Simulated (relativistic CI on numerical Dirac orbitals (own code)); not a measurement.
**Mo⁵⁺ (4d) in a crystal field**

Calculated by Dirac-Coulomb-Breit CI, separate exchange-only KLI orbitals for each configuration, model QED (radiative potential, 1s self-energy scaled to tabulated hydrogen-like ionisation energies), one configuration in a parametric crystal field, unscaled Slater integrals (own radial code).

Field parameters in Wybourne normalisation: Td as Oh with Dq negative (B⁴₀ = 21Dq, B⁴₄ = √(5/14) B⁴₀). The field is a parameter set, without covalency.

S and J are read from ⟨S²⟩ = S(S + 1) and ⟨J²⟩ = J(J + 1) of each level; they are not fictitious spins.

Td, 10Dq = -3800 cm⁻¹, the lowest 3 levels:

```tsv
E (cm⁻¹)	Degeneracy	Irrep	S	J
0.0	4	Γ8	0.50	1.84
4090	4	Γ8	0.50	2.24
5171	2	Γ7	0.50	2.50
```

Td, 10Dq = -6800 cm⁻¹, the lowest 3 levels:

```tsv
E (cm⁻¹)	Degeneracy	Irrep	S	J
0.0	4	Γ8	0.50	1.97
6752	4	Γ8	0.50	2.13
8002	2	Γ7	0.50	2.50
```

Td, 10Dq = -9850 cm⁻¹, the lowest 3 levels:

| E (cm⁻¹) | Degeneracy | Irrep | S | J |
| --- | --- | --- | --- | --- |
| 0.0 | 4 | Γ8 | 0.50 | 2.02 |
| 9663 | 4 | Γ8 | 0.50 | 2.07 |
| 10983 | 2 | Γ7 | 0.50 | 2.50 |

The free-ion ground term has S = 1/2. Every field shown keeps that spin.

Levels of this model without a field, named by their leading LS term: ²D3/2 0, ²D5/2 2453 cm⁻¹.
